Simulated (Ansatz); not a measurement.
Harmonic vibrations of Cd2Se⁺ by finite differences.

```yaml
crystal:
  periodic: [false, false, false]
  atoms:
    - {symbol: Cd, position_ang: [-0.632673, -2.073117, 0.027274]}
    - {symbol: Cd, position_ang: [-0.166148, 2.127601, 0.380142]}
    - {symbol: Se, position_ang: [0.798821, -0.054494, -0.407417]}
basis:
  gaussian: {orbitals: def2-TZVP}
total_charge: 1
magnetization: {spin_polarized: true, initial_magnetization: 1}
hamiltonian: {xc: pbe0, dispersion: d4}
scf: {omitted_lower_state_checks: [starts]}
phonons: {temperatures: {t_min: 298.15, t_max: 900, t_step: 200}}
```

```sh
$ ansatz run in.yaml --threads 4 --pin off --events-out ev --progress --plain --max-ram 3916MiB
```

It prints (some lines left out):

```
Functional definition: PBE0
mean field -74465.55075858 eV, -2736.5585158146 hartree, gradient 4.8e-5 eV, S^2 0.761547; 0 other end points of the search recorded, 0 dependent functions left out
mean field -74465.55077552 eV, -2736.5585164372 hartree, gradient 3.1e-6 eV, S^2 0.761533; 0 other end points of the search recorded, 0 dependent functions left out
mean field -74465.55072907 eV, -2736.5585147301 hartree, gradient 2.9e-6 eV, S^2 0.761559; 0 other end points of the search recorded, 0 dependent functions left out
mean field -74465.55075843 eV, -2736.5585158090 hartree, gradient 1.9e-6 eV, S^2 0.761540; 0 other end points of the search recorded, 0 dependent functions left out
mean field -74465.55074717 eV, -2736.5585153954 hartree, gradient 3.2e-6 eV, S^2 0.761553; 0 other end points of the search recorded, 0 dependent functions left out
mean field -74465.55072199 eV, -2736.5585144700 hartree, gradient 3.5e-6 eV, S^2 0.761561; 0 other end points of the search recorded, 0 dependent functions left out
mean field -74465.55077426 eV, -2736.5585163910 hartree, gradient 3.5e-6 eV, S^2 0.761532; 0 other end points of the search recorded, 0 dependent functions left out
Total energy: -74465.66772793 eV, -2736.5628143591 hartree
Atom 0 at    -0.632673    -2.073117     0.027274 Å, force     0.002490     0.007676    -0.000175 eV/Å
Atom 1 at    -0.166148     2.127601     0.380142 Å, force     0.000760    -0.007898    -0.001483 eV/Å
Atom 2 at     0.798821    -0.054494    -0.407417 Å, force    -0.003250     0.000222     0.001658 eV/Å
Dipole moment:    -0.642792     0.043848     0.327838 e Å
Vibrations: 40.24 167.37 180.82 cm⁻¹, zero-point energy 0.024080 eV
Checks for a lower state left out: starts
```

Hardware: 4 threads of Arm Neoverse V2 on a shared host. Wall time 17 s.

In the def2 sets Cd takes a core potential; there is no spin–orbit coupling. The relaxation made no stability test and no search for a lower SCF solution. The structure comes from a short search, and lower isomers may exist.
